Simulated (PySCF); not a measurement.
# How methods differ on the interval between two levels of Sr⁺

Sr⁺ [Kr] 5s1 [2S1/2, M_J = 1/2] → Sr⁺ [Kr] 5p1 [2P3/2, M_J = 3/2], as a difference of total energies. Calculation: PySCF 2.14, in x2c-SVPall-2c with one added diffuse shell each of s, d type (7s7p7d1f, 70 functions); the two-component X2C-1e Hamiltonian. Correlated levels: [Ar] 3d10 frozen; the 6 highest virtual spinors dropped. "Screened" scales the spin-orbit matrix elements by Boettger's factors to mimic the two-electron term; Breit and QED terms are absent.

```
                    method  interval between two levels (cm⁻¹)  error (cm⁻¹)
           GHF (spin-free)                               22374         -2142
          GMP2 (spin-free)                               22847         -1669
 GHF (screened spin-orbit)                               22573         -1944
GMP2 (screened spin-orbit)                               23049         -1467
```

Reference: 24517 cm⁻¹ (measured; NIST Handbook of Basic Atomic Spectroscopic Data (Sansonetti and Martin, J. Phys. Chem. Ref. Data 34, 1559 (2005))).

The spin-free rows lack the spin-orbit shift.

Errors of the correlated levels include the incompleteness of this basis and the frozen core.
